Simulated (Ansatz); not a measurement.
Frontier orbitals of `[SH][Ti]([SH])([Cl])[Cl]`.

```json
{"atom": "S1", "x (Å)": "0.033", "y (Å)": "0.682", "z (Å)": "2.087"}
{"atom": "Ti2", "x (Å)": "-0.176", "y (Å)": "-0.365", "z (Å)": "0.105"}
{"atom": "S3", "x (Å)": "1.550", "y (Å)": "0.463", "z (Å)": "-1.094"}
{"atom": "Cl4", "x (Å)": "0.071", "y (Å)": "-2.498", "z (Å)": "0.441"}
{"atom": "Cl5", "x (Å)": "-2.054", "y (Å)": "0.128", "z (Å)": "-0.889"}
{"atom": "H6", "x (Å)": "-0.547", "y (Å)": "1.776", "z (Å)": "1.549"}
{"atom": "H7", "x (Å)": "1.123", "y (Å)": "-0.187", "z (Å)": "-2.198"}
```

The species carries charge 0 and has multiplicity 1. Correlated methods include outer-core shells of Ti, which these sets cover unevenly. Scalar relativity is left out up to krypton. The geometry is a stationary point of PBE0-D4/def2-TZVP. It is one conformer, not always the lowest. Basis def2-TZVPP, the Gaussian-basis code of Ansatz.

| functional | HOMO (eV) | LUMO (eV) |
| --- | --- | --- |
| revPBE | -6.86 | -4.17 |

Problem. Give HOMO and LUMO (eV) with LDA (SPW92), PBE, BLYP, r2SCAN, B97M-V, PBE0, B3LYP, r2SCANh, r2SCAN0, HSE06 (plane-wave form), BHLYP, CAM-B3LYP, LC-ωPBE, ωB97X-V, ωB97M-V, HF. (Estimate.)

Solution. Computed: 
```json
{"functional": "LDA (SPW92)", "HOMO": "-7.05", "LUMO": "-4.45"}
{"functional": "PBE", "HOMO": "-6.91", "LUMO": "-4.24"}
{"functional": "BLYP", "HOMO": "-6.73", "LUMO": "-4.09"}
{"functional": "r2SCAN", "HOMO": "-7.22", "LUMO": "-4.21"}
{"functional": "B97M-V", "HOMO": "-7.28", "LUMO": "-4.18"}
{"functional": "PBE0", "HOMO": "-8.12", "LUMO": "-3.36"}
{"functional": "B3LYP", "HOMO": "-7.86", "LUMO": "-3.56"}
{"functional": "r2SCANh", "HOMO": "-7.66", "LUMO": "-3.86"}
{"functional": "r2SCAN0", "HOMO": "-8.32", "LUMO": "-3.32"}
{"functional": "HSE06 (plane-wave form)", "HOMO": "-7.72", "LUMO": "-3.73"}
{"functional": "BHLYP", "HOMO": "-9.17", "LUMO": "-2.25"}
{"functional": "CAM-B3LYP", "HOMO": "-9.39", "LUMO": "-2.28"}
{"functional": "LC-ωPBE", "HOMO": "-10.80", "LUMO": "-1.31"}
{"functional": "ωB97X-V", "HOMO": "-10.43", "LUMO": "-1.27"}
{"functional": "ωB97M-V", "HOMO": "-10.24", "LUMO": "-1.22"}
{"functional": "HF", "HOMO": "-10.88", "LUMO": "0.66"}
```

B3LYP here is the variant with VWN-RPA as its local correlation; programs differ in this. LC-ωPBE has ω = 0.4 bohr⁻¹.
